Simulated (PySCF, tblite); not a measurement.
Isomers of C6H5ClFO (doublet state), one GFN2-xTB conformer each. Single-point energies are computed at B3LYP/pcH-1 (PySCF, gas phase, no added dispersion term), electronic only. GFN2-xTB treats the open shell by occupation alone, and not every SCF solution was tested for stability.

```
               SMILES  GFN2-xTB relative energy (kcal/mol)
C=C(/C=C/Cl)O/C=[C]\F                                 76.9
C=C(/C=C/Cl)O/[C]=C\F                                 66.8
C=C(/[C]=C\Cl)O/C=C\F                                 61.8
   OC1=C(F)C=CC[C]1Cl                                  0.0
```

Conformers: `[CH2:1]=[C:2](/[CH:3]=[CH:4]/[Cl:5])[O:6]/[CH:7]=[C:8]\[F:9]` (doublet state) with C1–C2–C3–C4 179°, C1–C2–O6–C7 -14°, C2–O6–C7–C8 143°; `[CH2:1]=[C:2](/[CH:3]=[CH:4]/[Cl:5])[O:6]/[C:7]=[CH:8]\[F:9]` (doublet state) with C1–C2–C3–C4 177°, C1–C2–O6–C7 -6°, C2–O6–C7–C8 73°; `[CH2:1]=[C:2](/[C:3]=[CH:4]\[Cl:5])[O:6]/[CH:7]=[CH:8]\[F:9]` (doublet state) with C1–C2–O6–C7 173°, C2–O6–C7–C8 177°; `[OH:1][C:2]1=[C:3]([F:4])[CH:5]=[CH:6][CH2:7][C:8]1[Cl:9]` (doublet state) with H–O1–C2–C3 0°.

Question: What does B3LYP/pcH-1 give for the same structures?

Answer: 
```csv
SMILES,B3LYP/pcH-1 E (Eh),B3LYP/pcH-1 (kcal/mol),GFN2-xTB (kcal/mol),point group
OC1=C(F)C=CC[C]1Cl,-866.87511,0.0,0.0,Cs
C=C(/[C]=C\Cl)O/C=C\F,-866.78513,56.5,61.8,C1
C=C(/C=C/Cl)O/[C]=C\F,-866.77226,64.5,66.8,C1
C=C(/C=C/Cl)O/C=[C]\F,-866.76685,67.9,76.9,C1
```

Both levels put the same isomer lowest; measured from each level's own lowest isomer, the values differ by up to 9.0 kcal/mol (C=C(/C=C/Cl)O/C=[C]\F: 76.9 against 67.9). As drawn, the lowest has an O–H bond, which the highest lacks. Neighbours under 5.0 kcal/mol apart (C=C(/C=C/Cl)O/[C]=C\F and C=C(/C=C/Cl)O/C=[C]\F) can change places with a better method, another conformer or zero-point energy.

Question: What happens when harmonic zero-point energies from GFN2-xTB frequencies are added?

Answer: 
| SMILES | ZPE (kcal/mol) | electronic (kcal/mol) | with ZPE (kcal/mol) |
| --- | --- | --- | --- |
| OC1=C(F)C=CC[C]1Cl | 58.3 | 0.0 | 0.0 |
| C=C(/[C]=C\Cl)O/C=C\F | 55.6 | 56.5 | 53.7 |
| C=C(/C=C/Cl)O/[C]=C\F | 56.0 | 64.5 | 62.3 |
| C=C(/C=C/Cl)O/C=[C]\F | 56.4 | 67.9 | 66.0 |

The zero-point energies span 2.7 kcal/mol. The order is unchanged.
